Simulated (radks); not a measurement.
Results of a calculation; reference values are marked as such.
Effect of the nuclear size on the manganese ion Mn2+, [Ar] 3d5. Level of theory: Dirac Kohn-Sham, PBE, spin-unpolarised, spherical densities, finite nucleus; open shells fill j = l - 1/2 first; Fermi nuclear charge, rms radius 3.7057 fm (a radial shooting solver on a logarithmic mesh with Libxc functionals). The rms radius is varied about that value; shifts are against it.

| rms radius (fm) | total energy shift (eV) | density at nucleus (e/bohr^3) | 1s1/2 shift (meV) | 2s1/2 shift (meV) | 3s1/2 shift (meV) |
|---|---|---|---|---|---|
| 2.972 | -0.0327 | 1.328e+04 | -13.9 | -1.24 | -0.179 |
| 3.5834 | -0.00592 | 1.318e+04 | -2.51 | -0.224 | -0.032 |
| 3.7057 | 0 | 1.316e+04 | 0.000 | 0.000 | 0.000 |
| 3.8576 | 0.00762 | 1.314e+04 | 3.23 | 0.288 | 0.042 |
| 4.584 | 0.0481 | 1.305e+04 | 20.4 | 1.82 | 0.263 |

Slopes of the eigenvalues against <r^2> in GHz/fm^2, as finite differences over the two radii next to the reference (eigenvalue slopes, not the field-shift constants of lines): 1s1/2 681, 2s1/2 60.7, 3s1/2 8.78.
